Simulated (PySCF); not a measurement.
Species: C₆H₆NO (doublet state).
Structure used (GFN2-xTB), in Å, numbered top down from 1:
```
atom  x, y, z in Å
C1    -2.5524    1.2605    0.5875
C2    -1.4439    0.5997    0.3386
C3    -1.6498   -0.7925    0.0923
N4    -1.9343   -1.8880   -0.0906
C5    -0.1120    1.1923    0.3026
C6     1.0399    0.5769    0.0445
C7     1.2588   -0.8741   -0.2654
O8     2.6144   -1.1829   -0.4781
H9    -3.5946    1.0555    0.6637
H10   -0.1112    2.2527    0.5143
H11    1.9488    1.1651    0.0647
H12    0.9503   -1.4948    0.5826
H13    0.6513   -1.1756   -1.1336
H14    2.9340   -0.6953   -1.2454
```

The hyperfine couplings belong to this conformer and change with its torsions.

The species is `[H]/[C]=C(C#N)/C=C\CO` [radical].

Computed with UKS B3LYP, pcH-1 on C H N O, non-relativistic, mean-field spin-orbit, GIAO (PySCF). Geometry: GFN2-xTB, one conformer, isolated molecule. The geometry wasn't refined by DFT: couplings that depend on bond lengths, twists or pyramidal angles can differ widely from those at the functional's own minimum. Stability of the SCF solution: not tested.

(1) Match the computed a_iso(13C) values +322.0, +98.7, +50.8, +4.1, -4.1, +1.4 MHz with the sites C1; C2; C3; C5; C6; C7.

Answers

(1) 
```
site  a_iso (MHz)  ρ(0) (bohr⁻³)                 position  distance from C1 (Å)  spin population  largest |T| (MHz)
  C1       +322.0        +0.2864  largest spin population                  0.00            +1.10              144.8
  C2         +4.1        +0.0036           1 bond from C1                  1.31            -0.17               20.7
  C3        +98.7        +0.0878          2 bonds from C1                  2.30            +0.04                8.3
  C5        +50.8        +0.0452          2 bonds from C1                  2.46            +0.06                5.3
  C6         -4.1        -0.0036          3 bonds from C1                  3.70            -0.06                9.8
  C7         +1.4        +0.0013          4 bonds from C1                  4.45             0.00                0.5
```

ρ(0) is the spin density at the nucleus and T the dipolar tensor; entries for several nuclei are means. The largest Mulliken spin populations are on C1 (+1.10), C2 (-0.17) and C5 (+0.06). No atom but C1 exceeds +0.15. The positive populations add up to 1.23 and the negative ones to -0.23, together 2S = 1.

Class means assume fast exchange of nuclei equivalent by connectivity; if that motion is slow, each nucleus keeps its own coupling.

Hardware: Arm Neoverse V1, one thread, no GPU, shared host. Cost: 63 s of wall time (grids of density and orbitals included), 0.94 GiB resident at most.
